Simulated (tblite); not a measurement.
Run record: tight-binding relaxation, `C=C[SiH2]CBC`.

Computed with GFN2-xTB geometry optimisation, gas phase (tblite 0.8.0). Start geometry: from a force field or distance geometry. The command runs a driver script over a list of jobs; the input below is this job's line of settings and its coordinates in Å.

Command:
```bash
OMP_NUM_THREADS=1 python probes_run.py task.json out
```

Input:
```
{"job": {"kind": "relax", "xc": "GFN2-xTB", "basis": "xTB"}, "charge": 0, "multiplicity": 1}
C      2.981900     0.794000    -0.386100
C      2.537800    -0.451200    -0.546300
Si     0.785600    -0.819700    -0.935000
C     -0.321800    -0.166500     0.421700
B     -1.841400    -0.491700     0.095800
C     -2.892900     0.687700    -0.100800
H      2.297400     1.642400    -0.496900
H      4.021600     0.991800    -0.146000
H      3.240900    -1.286400    -0.425200
H      0.415500    -0.159900    -2.200100
H      0.591600    -2.271100    -1.072900
H     -0.176200     0.917900     0.534000
H     -0.053100    -0.668000     1.394500
H     -2.189800    -1.612500    -0.031800
H     -2.953100     1.290600     0.839200
H     -3.889300     0.266700    -0.319600
H     -2.561700     1.347900    -0.928500
```

Output:
```
step      E/eV     max force
  0    -464.32361    1.579
  1    -464.42359    0.653
  2    -464.45929    0.581
  3    -464.47387    0.431
  4    -464.48154    0.190
  5    -464.48614    0.166
  6    -464.48919    0.162
  7    -464.49271    0.183
  8    -464.49474    0.116
  9    -464.49653    0.122
... (222 lines left out)
232    -464.58121    0.037
233    -464.58134    0.017
234    -464.58149    0.029
235    -464.58156    0.018
236    -464.58163    0.019
237    -464.58166    0.012
238    -464.58168    0.011
239    -464.58170    0.012
240    -464.58172    0.012
241    -464.58173    0.010
```

«max force» is the largest atomic force in eV/Å.

Question: From which step on does the largest force stay under 0.1 eV/Å, and how much energy is left to gain from there?

Answer: From step 193 (0.036 eV/Å), 4.8 meV above the end.

In short: energy lowered by 6.0 kcal/mol over 241 steps; largest atomic force 0.010 eV/Å at the end.

Question: Give the final coordinates.

Answer: 0.712 Å rms from the input after alignment:
```
atom  x, y, z in Å
C1     3.2545    0.6611   -0.8630
C2     2.4316   -0.2224   -0.3203
Si3    0.6427   -0.5008   -0.8503
C4    -0.4458   -0.3444    0.7209
B5    -1.9179   -0.5933    0.3043
C6    -2.8334    0.5865   -0.1962
H7     2.9410    1.3006   -1.6722
H8     4.2749    0.7905   -0.5336
H9     2.8118   -0.8360    0.4896
H10    0.2630    0.4975   -1.8579
H11    0.5253   -1.8467   -1.4334
H12   -0.2678    0.6515    1.1274
H13   -0.0648   -1.0692    1.4402
H14   -2.3527   -1.6850    0.3146
H15   -3.7018    0.6966    0.4536
H16   -3.2340    0.3738   -1.1872
H17   -2.3335    1.5516   -0.2406
```

Hardware: an Arm Neoverse N1 with one thread, shared host with 64 logical CPUs at a one-minute load of 43. Cost: 2.2 s.
Labels such as C1 count atoms from 1, the log's own numbers from 0.
